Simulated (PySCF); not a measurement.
# Vertical excitation energies

Species: C6H7F3Si.
Geometry (PBE0-D3(BJ)/def2-SVP, Å), atoms numbered from 1 in this order:
```xyz
17
C6H7F3Si angstrom
F      2.247    1.344   -0.712
C      2.408    0.055   -0.372
F      3.655   -0.078    0.088
F      2.310   -0.664   -1.491
C      1.397   -0.366    0.665
C     -0.018   -0.200    0.218
C     -1.003   -1.091    0.467
C     -2.365   -0.749    0.011
C     -2.527    0.435   -0.617
Si    -0.838    1.238   -0.694
H      1.617   -1.410    0.938
H      1.601    0.254    1.555
H     -0.827   -2.038    0.994
H     -3.184   -1.455    0.191
H     -3.493    0.767   -1.000
H     -0.735    2.532    0.048
H     -0.337    1.434   -2.086
```

Method: PySCF, TDDFT PBE0/def2-SVPD, vertical, gas phase, core orbitals frozen in the response.

```
state  λ (nm)  E (eV)       f  main configurations (H = HOMO, L = LUMO)
   S1   287.1    4.32   0.089                                 H→L (98%)
   S2   222.5    5.57  0.0003                  H-1→L (88%), H-2→L (10%)
   S3   208.6    5.94  0.0049                               H-3→L (97%)
   S4   196.7    6.30   0.051                  H-2→L (64%), H→L+4 (22%)
   S5   195.5    6.34  0.0065                               H→L+1 (89%)
   S6   190.7    6.50  0.0031                               H→L+2 (94%)
   S7   179.5    6.91  0.0032                               H→L+3 (84%)
   S8   173.9    7.13  0.0079                               H→L+5 (80%)
   S9   171.0    7.25   0.135     H-4→L (38%), H→L+4 (36%), H-2→L (12%)
  S10   167.4    7.41  0.0067                               H-5→L (89%)
```

Triplets (Tamm–Dancoff): T1 2.58 eV, H→L (96%); T2 4.66 eV, H-2→L (45%), H→L+4 (28%), H-1→L (11%); T3 5.13 eV, H-1→L (81%), H-2→L (15%); T4 5.37 eV, H-3→L (95%).

The lowest singlet lies at 4.32 eV (287 nm, ultraviolet) and is of moderate strength; its leading configuration is HOMO→LUMO (98%). The strongest level in the table is S9 at 7.25 eV (171 nm, f = 0.135). Löwdin shares by element: HOMO carbon 83% or more (atoms not listed hold the other 17%); LUMO carbon 73% or more (atoms not listed hold the other 27%). Orbital energies (eV): HOMO-3 -9.17, HOMO-2 -9.10, HOMO-1 -8.98, HOMO -6.93, LUMO -1.79, LUMO+1 0.53, LUMO+2 0.75. Of the 10 states listed, 3 reach f = 0.01 and 1 stays under 0.0005. The listed states span 3.09 eV, and the widest gap between neighbours is 1.25 eV (S1 to S2). No computed singlet lies in the visible range (380 to 750 nm); the lowest, at 287 nm, stands 1.06 eV above its violet end (3.26 eV); a Tamm–Dancoff triplet lies at 480 nm, without intensity as long as spin–orbit coupling is left out. All these states lie below the vertical ionisation energy of 8.74 eV (ΔSCF). The window holds the lowest 10 singlets.

The run took 4.3 min wall (grids of density and orbitals included) on an AMD EPYC 7R43 with one thread, shared host, and the process peaked at 1.1 GiB of memory.

One conformer stands for the species.
